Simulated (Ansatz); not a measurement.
A run for Ansatz (an electronic-structure program): R-CCSD(T)/cc-pV(T+d)Z on CH6AlN (SMILES C[NH][AlH2]). Files ending in .json are basis or fitting sets from the Basis Set Exchange.

Ansatz 0.2 input:
```yaml
crystal:
  periodic: [false, false, false]
  atoms:
    - {symbol: C, position_ang: [-1.17555496, -0.37733399, 0.35695172]}
    - {symbol: N, position_ang: [-0.10235936, 0.01833578, -0.54434544]}
    - {symbol: Al, position_ang: [1.56424561, 0.47352520, -0.15408684]}
    - {symbol: H, position_ang: [-2.03367688, 0.30104169, 0.30105795]}
    - {symbol: H, position_ang: [-1.53668055, -1.39051505, 0.15022100]}
    - {symbol: H, position_ang: [-0.81488780, -0.36320598, 1.38681583]}
    - {symbol: H, position_ang: [-0.40322689, 0.01577495, -1.50906574]}
    - {symbol: H, position_ang: [2.51390857, 0.85936513, -1.35335263]}
    - {symbol: H, position_ang: [1.98823227, 0.46301226, 1.36580414]}
basis:
  gaussian:
    orbitals: cc-pV_T+d_Z.json
magnetization: {spin_polarized: false}
correlation: {method: ccsd_t, electrons: outside_noble_gas}
scf: {lower_state_search: off}
```

Program output:

```
WARN ansatz: RAYON_NUM_THREADS=1 ignored (pool sized by the plan → 1); use --threads N
Functional definition: HF
these checks for a lower state are left out or cut short: stability, starts, cluster_reference, orbital_swaps, neighbouring_geometries, increment
integrals: 0.63 GiB planned
1039 factors; integrals over basis functions are off by at most 1.2e-3 eV
mean field: 0.42 GiB planned
mean field evaluation 1: about -9188.7191 eV, gradient 3.5e1 eV
mean field evaluation 2: about -9188.7215 eV, gradient 3.5e1 eV
mean field evaluation 4: about -9191.6719 eV, gradient 3.4e0 eV
mean field evaluation 8: about -9191.7133 eV, gradient 1.6e-4 eV
mean field -9191.71333794 eV, -337.7892348023 hartree, gradient 2.4e-6 eV, S^2 0.000000; 0 other end points of the search recorded, 0 dependent functions left out
7 core orbitals not correlated
reference -9191.71333794 eV, -337.7892348023 hartree; 9, 9 occupied and 167, 167 virtual orbitals, 1039 factors
second order -13.03607417 eV of doubles, -0.00000000 eV of singles
coupled cluster: 1.84 GiB planned
cycle   1  -13.55370962 eV  change   -5.2e-1 eV  update   7.9e-2
cycle   2  -13.93120534 eV  change   -3.8e-1 eV  update   2.5e-2
cycle   3  -13.99970348 eV  change   -6.8e-2 eV  update   1.3e-2
cycle   4  -13.99296547 eV  change    6.7e-3 eV  update   4.1e-3
cycle   5  -13.99347419 eV  change   -5.1e-4 eV  update   2.4e-3
cycle   6  -13.99360329 eV  change   -1.3e-4 eV  update   7.3e-4
cycle   7  -13.99331291 eV  change    2.9e-4 eV  update   2.2e-4
cycle   8  -13.99331987 eV  change   -7.0e-6 eV  update   7.2e-5
cycle   9  -13.99332744 eV  change   -7.6e-6 eV  update   1.7e-5
perturbative correction -0.49628740 eV, -0.0182382256 hartree
Total energy: -9206.20295279 eV, -338.3217183264 hartree
Checks for a lower state left out: stability, starts, cluster_reference, orbital_swaps, neighbouring_geometries, increment
```

The run converged.

Cost: very roughly 26 core-seconds.
